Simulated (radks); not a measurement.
Results of a calculation; reference values are marked as such.
Species: Mg4+. Configuration: [He] 2s2 2p4.

Level of theory: non-relativistic Kohn-Sham, PBE, spin-polarised, spherical densities, point nucleus; open shells are filled with parallel spins first (a radial shooting solver on a logarithmic mesh with Libxc functionals).

Energy parts (eV):
| part | energy |
|---|---|
| total | -5227.918 |
| kinetic | 5221.238 |
| electron-nucleus | -11852.875 |
| Hartree | 1786.009 |
| exchange-correlation | -382.290 |

Orbitals (lengths in bohr, moments of r in powers of bohr; <r^-3> diverges for s and p1/2; r(max) is where P^2 peaks; r(90%) holds 90 % of the orbital's charge):
orbital,occ.,eigenvalue (eV),r(90%),r(max),<r^4>,<r^-3>
1s up,1,-1357.505,0.234,0.08540,0.001380,-
1s down,1,-1354.654,0.233,0.08532,0.001366,-
2s up,1,-162.8814,1.01,0.5274,0.4419,-
2s down,1,-156.8345,1.03,0.5312,0.4691,-
2p up,3,-131.6050,0.998,0.4483,0.4255,31.52
2p down,1,-125.0157,1.02,0.4540,0.4686,30.60
3s up,0,-46.5324,2.73,1.691,23.60,-

The highest occupied level is 2p down at -125.02 eV. The density falls to 0.001 e/bohr^3 at r = 1.89 bohr. The electron density at the nucleus is 1105 e/bohr^3. Spin moment in Bohr magnetons: 2.
